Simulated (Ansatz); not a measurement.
One change: `CC(=S)[SeH]` becomes `CC(N)=S`.

Ansatz, PBE0-D4/def2-TZVP geometries, multiplicity 1. Each molecule was computed in one conformer, which needn't be the lowest.

Scalar relativity is left out up to krypton. Spin–orbit coupling is left out; it splits and shifts lone-pair levels of the heavy atoms by tenths of an eV.

| property | `CC(=S)[SeH]` |
| --- | --- |
| HOMO–LUMO gap (ωB97M-V/def2-TZVPP) / eV | 8.73 |
| LUMO energy (B3LYP/def2-TZVPP) / eV | -2.28 |
| HOMO–LUMO gap (B3LYP/def2-TZVPP) / eV | 4.06 |
| LUMO energy (PBE0/def2-TZVPP) / eV | -2.10 |
| HOMO–LUMO gap (PBE0/def2-TZVPP) / eV | 4.48 |
| HOMO energy (PBE/def2-TZVPP) / eV | -5.38 |

Question: What does the change do to each property? (Estimate.)

Answer: Ansatz gave: 
```
                               property  `CC(N)=S`  shift
HOMO–LUMO gap (ωB97M-V/def2-TZVPP) / eV       9.54   0.81
    LUMO energy (B3LYP/def2-TZVPP) / eV      -1.02   1.26
  HOMO–LUMO gap (B3LYP/def2-TZVPP) / eV       4.76   0.70
     LUMO energy (PBE0/def2-TZVPP) / eV      -0.81   1.29
   HOMO–LUMO gap (PBE0/def2-TZVPP) / eV       5.21   0.73
      HOMO energy (PBE/def2-TZVPP) / eV      -4.82   0.56
```

With PBE0 the HOMO rises by 0.55 eV and the LUMO rises by 1.29 eV, so the gap widens by about 0.74 eV. PBE moves the HOMO by 0.56 eV and ωB97M-V by 0.53 eV.

B3LYP here is the variant with VWN-RPA as its local correlation; programs differ in this.
